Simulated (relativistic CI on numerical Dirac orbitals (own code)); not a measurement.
Ru7+: 3d photoemission

Computed with this model: Dirac-Coulomb-Breit CI, separate exchange-only KLI orbitals for each configuration, a model potential for QED, valence Slater integrals scaled by 0.8, multiplet model of photoemission in the sudden approximation; configurations [Kr] 4d → [Ar] 3d9 4s2 4p6 4d; 80 K; Lorentzian 0.3 eV and Gaussian 0.5 eV FWHM. Energies are those of the free ion, without screening or charge transfer. The energies are binding energies and can lie tens of eV above those of solids. S is read from ⟨S²⟩ = S(S + 1).

Field parameters in Wybourne normalisation: D3d B²₀ = −7Dσ, B⁴₀ = −14Dq − 21Dτ, B⁴₃ = −14√(10/7) Dq; D4h B²₀ = −7Ds, B⁴₀ = 21(Dq − Dt), B⁴₄ = 21√(5/14) Dq; Oh B⁴₀ = 21Dq, B⁴₄ = √(5/14) B⁴₀. The field is a parameter set, without covalency.

Computed curve for D4h, 10Dq = 16400, Ds = -1180, Dt = 740 cm⁻¹, scaled to 100 at the maximum (points under 2 are left out and the grid is thinned):

```tsv
Energy (eV)	Intensity
405.7	2.3
405.9	3.1
406.2	6.3
406.4	12.6
406.6	23.5
406.9	33.5
407.1	33.3
407.4	57.6
407.6	87.4
407.8	100.0
408.1	67.7
408.3	39.0
408.5	23.9
408.8	17.4
409.0	14.0
409.2	10.7
409.5	7.4
409.7	6.0
409.9	5.3
410.2	5.8
410.4	6.8
410.7	8.8
410.9	11.0
411.1	16.4
411.4	37.2
411.6	50.0
411.8	54.3
412.1	49.7
412.3	38.6
412.5	29.3
412.8	19.7
413.0	14.8
413.2	11.0
413.5	6.5
413.7	4.4
414.0	2.7
414.2	2.5
414.4	2.3
425.4	2.4
425.6	2.2
```

The ground state has S = 0.50, and the centroid lies at 409.59 eV.
